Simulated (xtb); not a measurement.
PbF₂, SMILES [F][Pb][F] (connectivity only; charge and spin as stated), neutral, multiplicity 1. All values are semi-empirical tight-binding results from xtb (GFN2-xTB unless named), good for trends rather than for accurate numbers. Geometry optimised at GFN2-xTB.

For metal compounds this method's bond lengths and energies can be far off.

Computed properties:
```
Quantity                                       Result
-------------------------------------  --------------
point group as xtb finds it                       C2v
orbital gap                                   3.15 eV
zero-point energy                        1.2 kcal/mol
G − E(el) at 298.15 K (modified RRHO)  -16.9 kcal/mol
```
